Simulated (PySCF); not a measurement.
Record of a relaxation.

2-chloro-3-fluoropyridine, C5H3ClFN.
Numbering: `[F:1][c:2]1[cH:3][cH:4][cH:5][n:6][c:7]1[Cl:8]` (hydrogens: H9 on C3; H10 on C4; H11 on C5)

Computed by this run: PySCF, PBE0-D3(BJ)/def2-TZVP geometry optimisation, gas phase; density fitting, grid level 2; the optimiser is geomeTRIC in internal coordinates, started from a GFN2-xTB structure with every atom displaced at random (about 0.01 Å). The frame can shift and turn from step to step; on so coarse a grid that alone can change the energy by a few meV, and forces under 0.02 eV/Å are noise.

Step 0: E = -21952.5446 eV, largest atomic force 2.905 eV/Å
```
atom  x, y, z in Å  |  force x, y, z in eV/Å
F1      1.865    1.726    0.251   -0.691  -0.300  -0.063
C2      0.911    0.789    0.114    0.461   0.093   0.017
C3     -0.442    1.132    0.045    2.214   0.846   0.321
C4     -1.320    0.117   -0.087   -2.822  -0.653  -0.221
C5     -0.896   -1.197   -0.160    0.466   0.262   0.164
N6      0.385   -1.505   -0.091    0.673  -0.285  -0.003
C7      1.290   -0.554    0.042   -0.756   0.173  -0.102
Cl8     2.946   -1.013    0.113   -0.075   0.118   0.022
H9     -0.713    2.178    0.130   -0.114  -0.060  -0.069
H10    -2.410    0.332   -0.125    0.847  -0.160  -0.001
H11    -1.578   -2.030   -0.247   -0.203  -0.034  -0.065
```

Step 1: E = -21952.4641 eV, largest atomic force 1.768 eV/Å
```
atom  x, y, z in Å  |  force x, y, z in eV/Å
F1      1.227    1.885    1.154    0.370   0.006  -0.135
C2      0.674    0.853    0.535   -0.449   0.043  -0.055
C3     -0.301    1.077   -0.416   -0.634  -0.150   0.717
C4     -1.095    0.010   -0.829    1.704   0.067  -0.466
C5     -0.670   -1.248   -0.447   -0.110  -0.367   0.243
N6      0.388   -1.480    0.329   -0.440   0.002   0.231
C7      1.011   -0.458    0.859    0.281   0.098  -0.290
Cl8     2.354   -0.747    1.895   -0.068  -0.017   0.057
H9     -0.525    2.090   -0.695   -0.023   0.354  -0.140
H10    -1.792    0.122   -1.633   -0.680   0.118  -0.011
H11    -1.221   -2.125   -0.760    0.048  -0.155  -0.151
```

Step 2: E = -21952.5314 eV, largest atomic force 1.375 eV/Å
```
atom  x, y, z in Å  |  force x, y, z in eV/Å
F1      1.297    1.876    1.139    0.062  -0.019  -0.208
C2      0.668    0.877    0.533   -0.090  -0.084   0.058
C3     -0.320    1.112   -0.396   -0.112  -0.402   0.657
C4     -1.026   -0.004   -0.827   -0.278   0.024  -1.346
C5     -0.677   -1.293   -0.456    0.421   0.800   0.451
N6      0.359   -1.489    0.353   -0.066  -0.126   0.265
C7      0.988   -0.445    0.839    0.215  -0.228  -0.021
Cl8     2.325   -0.735    1.883    0.066  -0.015   0.124
H9     -0.571    2.127   -0.679   -0.020  -0.088  -0.092
H10    -1.762    0.120   -1.612   -0.301   0.070   0.193
H11    -1.231   -2.167   -0.784    0.103   0.067  -0.083
```

Step 3: E = -21952.6200 eV, largest atomic force 0.521 eV/Å
```
atom  x, y, z in Å  |  force x, y, z in eV/Å
F1      1.338    1.869    1.077   -0.063   0.069  -0.093
C2      0.669    0.860    0.535    0.122  -0.288   0.030
C3     -0.345    1.085   -0.370   -0.136   0.501   0.033
C4     -1.042    0.003   -0.883    0.200  -0.130  -0.193
C5     -0.657   -1.258   -0.455   -0.278  -0.209  -0.117
N6      0.343   -1.483    0.390    0.015   0.132   0.001
C7      1.003   -0.455    0.863   -0.042   0.091   0.013
Cl8     2.332   -0.745    1.920   -0.075   0.009  -0.013
H9     -0.590    2.110   -0.642    0.065  -0.151   0.022
H10    -1.814    0.135   -1.645    0.149  -0.052   0.380
H11    -1.187   -2.143   -0.797    0.044   0.028  -0.062
```

Step 4: E = -21952.6333 eV, largest atomic force 0.241 eV/Å
```
atom  x, y, z in Å  |  force x, y, z in eV/Å
F1      1.341    1.881    1.025    0.184  -0.025   0.153
C2      0.676    0.849    0.523    0.008   0.198  -0.029
C3     -0.347    1.095   -0.364   -0.070  -0.195  -0.021
C4     -1.031    0.004   -0.875    0.034   0.002  -0.085
C5     -0.651   -1.263   -0.467   -0.066  -0.054   0.023
N6      0.342   -1.487    0.390    0.032  -0.006  -0.026
C7      1.001   -0.461    0.869   -0.071   0.111  -0.037
Cl8     2.305   -0.750    1.955   -0.053   0.021  -0.019
H9     -0.589    2.116   -0.636    0.030  -0.037   0.021
H10    -1.830    0.137   -1.594   -0.044  -0.019   0.037
H11    -1.168   -2.144   -0.834    0.015   0.003  -0.017
```

Step 5: E = -21952.6362 eV, largest atomic force 0.191 eV/Å
```
atom  x, y, z in Å  |  force x, y, z in eV/Å
F1      1.382    1.872    1.029   -0.094   0.008  -0.074
C2      0.688    0.863    0.515   -0.037  -0.049   0.009
C3     -0.347    1.091   -0.364    0.056   0.043   0.001
C4     -1.033   -0.001   -0.875    0.070  -0.009   0.091
C5     -0.650   -1.270   -0.478    0.099   0.119   0.090
N6      0.344   -1.479    0.381    0.017  -0.063  -0.009
C7      0.992   -0.448    0.864    0.014  -0.142   0.007
Cl8     2.273   -0.736    1.974    0.042  -0.023   0.035
H9     -0.593    2.107   -0.638   -0.043   0.086  -0.029
H10    -1.853    0.133   -1.560   -0.123   0.047  -0.138
H11    -1.155   -2.152   -0.857   -0.001  -0.018   0.018
```

Step 6: E = -21952.6395 eV, largest atomic force 0.035 eV/Å
```
atom  x, y, z in Å  |  force x, y, z in eV/Å
F1      1.367    1.873    1.031   -0.009  -0.003  -0.005
C2      0.683    0.858    0.517   -0.005   0.000  -0.002
C3     -0.346    1.093   -0.367    0.014   0.002   0.010
C4     -1.032    0.001   -0.876   -0.007  -0.002  -0.001
C5     -0.649   -1.266   -0.471   -0.020  -0.011  -0.027
N6      0.347   -1.484    0.381   -0.005   0.011   0.002
C7      0.996   -0.454    0.864    0.016   0.006   0.014
Cl8     2.284   -0.742    1.969    0.007   0.001   0.005
H9     -0.592    2.112   -0.639    0.001  -0.003   0.000
H10    -1.849    0.135   -1.574    0.010  -0.004   0.008
H11    -1.159   -2.148   -0.844   -0.003   0.000  -0.004
```

Step 7: E = -21952.6395 eV, largest atomic force 0.020 eV/Å
```
atom  x, y, z in Å  |  force x, y, z in eV/Å
F1      1.366    1.874    1.030    0.001   0.000   0.004
C2      0.683    0.858    0.518    0.003   0.003   0.003
C3     -0.346    1.092   -0.366   -0.004   0.004  -0.002
C4     -1.033    0.001   -0.876   -0.001  -0.003  -0.004
C5     -0.650   -1.266   -0.472    0.007   0.007   0.006
N6      0.346   -1.483    0.382    0.008  -0.004   0.004
C7      0.997   -0.454    0.865   -0.015  -0.006  -0.013
Cl8     2.286   -0.742    1.969   -0.006   0.000  -0.003
H9     -0.591    2.112   -0.639    0.001  -0.001   0.001
H10    -1.849    0.135   -1.575    0.002   0.000   0.003
H11    -1.159   -2.148   -0.845    0.003   0.000   0.002
```

Question: Summarise the path.

Answer: The energy falls by 2.19 kcal/mol from step 0 to step 7; nine tenths of that is first reached at step 4. It rises by more than 0.2 meV at step 1. The largest force goes from 2.905 to 0.020 eV/Å. Among the bonds C3–C4 changes most, from 1.348 to 1.387 Å; the atoms move by 0.020 Å rms after alignment.

Question: Follow the three bonds and two angles with the largest change from start to end.

Answer: 
```
step  E above end (kcal/mol)  largest force (eV/Å)  C3–C4 (Å)  C4–H10 (Å)  C2–C3 (Å)  C3–C4–C5 (°)  C4–C3–H9 (°)
   0                    2.19                 2.905      1.348       1.112      1.398         121.4         124.9
   1                    4.05                 1.768      1.393       1.070      1.380         116.2         121.8
   2                    2.49                 1.375      1.389       1.083      1.377         122.5         123.7
   3                    0.45                 0.521      1.385       1.093      1.377         117.2         122.0
   4                    0.14                 0.241      1.386       1.082      1.376         118.4         122.6
   5                    0.08                 0.191      1.387       1.077      1.377         118.7         122.3
   6                    0.00                 0.035      1.387       1.083      1.377         118.4         122.4
   7                    0.00                 0.020      1.387       1.083      1.377         118.4         122.4
```

The cost below is that of the whole optimisation. Time: 4.8 min wall; peak memory 1.3 GiB. Hardware: an Intel Xeon Platinum 8375C at 2.90 GHz with one thread, no GPU (shared host).
